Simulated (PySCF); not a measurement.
Species: C5H15PSi2.
Geometry (GFN2-xTB, Å), atoms numbered from 1 in this order:
```xyz
23
C5H15PSi2 angstrom
C     -3.3747    0.2275    0.5433
Si    -1.6254    0.4593   -0.1505
C     -0.4367    1.0680    1.2082
C      1.0143    0.9800    0.7451
P      1.5218   -0.7831    0.4217
Si     3.5240   -0.4064   -0.4972
C      0.5417   -1.0826   -1.1338
C     -0.9524   -1.1833   -0.8422
H     -3.7602    1.1630    0.9324
H     -4.0531   -0.1110   -0.2314
H     -3.3983   -0.5013    1.3471
H     -1.6271    1.4554   -1.2440
H     -0.6631    2.0999    1.4864
H     -0.5539    0.4666    2.1122
H      1.1600    1.5776   -0.1602
H      1.6902    1.3646    1.5167
H      3.5046    0.5849   -1.5802
H      4.0129   -1.6749   -1.0367
H      4.4164    0.0742    0.5572
H      0.7347   -0.2792   -1.8516
H      0.9154   -2.0180   -1.5645
H     -1.4790   -1.4623   -1.7578
H     -1.1169   -1.9920   -0.1271
```

Definitions: NICS(0) = −σiso at the ring centroid; NICS(1) = −σiso and NICS(1)zz = −σzz at ±1 Å along the ring normal z. Level: GIAO PBE0/pcSseg-1 (PySCF, non-relativistic, gas phase) on the GFN2-xTB geometry, one conformer.

Ring bond lengths (Å), with Mayer bond orders in brackets: Si2–C3 1.905 (0.91), C3–C4 1.526 (1.03), C4–P5 1.863 (0.95), P5–C7 1.863 (0.95), C7–C8 1.526 (1.03), C8–Si2 1.905 (0.91).

**Question.** Give the NICS values of each ring in ppm.

**Answer.** 
```json
{"ring": "Si2–C3–C4–P5–C7–C8", "type": "6-membered ring with P and Si; formal bonds all single", "NICS(0)": "-2.3", "NICS(1), two faces": "-2.2 / -2.1", "NICS(1)zz, two faces": "5.0 / 4.8", "rms pucker (Å)": "0.30", "centre to ring atoms, mean (Å)": "1.68"}
```

**Question.** What do they say, and how far can they be read as aromaticity?

**Answer.** 
- Si2–C3–C4–P5–C7–C8: mean NICS(1)zz 4.9 ppm, deshielded. Si2, C3, C4, C7, C8 have four or more neighbours; no verdict on aromaticity is drawn.

**Question.** At the first NICS(1) probe listed for ring Si2–C3–C4–P5–C7–C8, 1 Å off the ring, how large is the induced field along the normal in 7.05 T applied along it?

**Answer.** NICSzz × B0 = 5.0 ppm × 7.05 T = 35 μT, along the applied field.

**Question.** Give the inner angles of the rings and the Hirshfeld charges of the ring atoms.

**Answer.** 
- Si2–C3–C4–P5–C7–C8: Si2 108.3° (+0.370 e), C3 111.0° (-0.164 e), C4 111.5° (-0.112 e), P5 98.8° (+0.056 e), C7 111.5° (-0.112 e), C8 111.0° (-0.164 e); sum 652.1° against 720° for a flat convex ring.

**Question.** What are the shieldings of the ring atoms and their hydrogens in the same run (means over atoms taken as equivalent)?

**Answer.** 
```csv
atoms,environment,σ isotropic (ppm)
Si2,SiH silicon,370.0
C3 (×2),sp3 carbon bound to silicon,171.8
C4 (×2),sp3 carbon bound to phosphorus,161.8
P5,three-coordinate phosphorus,450.5
H12,Si–H hydrogen,27.41
H13 (×2),methylene hydrogen,30.38
H14 (×2),methylene hydrogen,30.80
H15 (×2),methylene hydrogen,30.06
H16 (×2),methylene hydrogen,29.72
```

Rough CPU time on one thread of a shared machine: about 2.4 min. This is the whole shielding run at PBE0/pcSseg-1, SCF included.
